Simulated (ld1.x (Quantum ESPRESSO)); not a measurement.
**Pseudopotential generation for cobalt (Co): RRKJ, revPBE, scalar-relativistic.**

- Element: Co
- Generator: ld1.x (Quantum ESPRESSO) 7.5
- Type: norm-conserving RRKJ (Kleinman–Bylander form)
- Functional: revPBE
- Relativity: scalar-relativistic
- Frozen core: [Ne] 3s2
- Valence charge: 15
- Reference configuration: 3p6 3d7 4s2 4p0
- Partial waves: 4s (bound): rc 2.50 bohr; 3p (bound): rc 1.35 bohr; 3d (bound): rc 1.65 bohr
- Local potential: all-electron potential smoothed inside 1.65 bohr (lloc = -2)
- Core correction: none
- rho0: 0.001

Poles of the logarithmic derivatives, all-electron (AE) and pseudo (PS). s: poles at 1.1 (AE) and 1.0, 3.0 (PS) Ry. p: poles at -4.8, 2.0 (AE) and -4.8, 2.3 (PS) Ry. d: poles at -0.5, 3.7 (AE) and -0.5, 4.2 (PS) Ry. Test radius 2.71 bohr.

- Cutoffs needed: 70 Ry and 100 Ry (the cutoffs (Ry, on a coarse ladder) from which the occupation-weighted sum of valence levels, in a spherical-Bessel basis at the reference potential, stays within 10 and 1 mRy of its value at 400 Ry)
- Ghost test: no extra level below or beside the all-electron valence levels (s, p, d, f tested) (spherical-Bessel basis up to 400 Ry, 20 bohr box)
- Configuration tests: 1 of 7 tests not solved or not reliable; not counted: 3p6 3d7.5 4s1.5 4p0 (solver errors, printed error -2662 eV)
